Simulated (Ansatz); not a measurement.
Cl2GeH4OSi (`Cl[SiH](Cl)[O][GeH3]`), charge 0, multiplicity 1.

Problem. Give a relaxed structure at PBE0-D4/def2-TZVP (the Gaussian-basis code of Ansatz). (Best estimate.)

Solution. Ansatz gave: 
Cartesian coordinates in Å:
```
Cl -2.366 0.955 0.496
Si -1.350 -0.699 -0.155
Cl -1.432 -0.704 -2.198
O 0.170 -0.659 0.354
Ge 1.501 0.540 0.295
H -2.023 -1.903 0.350
H 1.282 1.437 -0.930
H 1.440 1.330 1.606
H 2.778 -0.298 0.182
```
This is one stationary point; other conformers may exist.
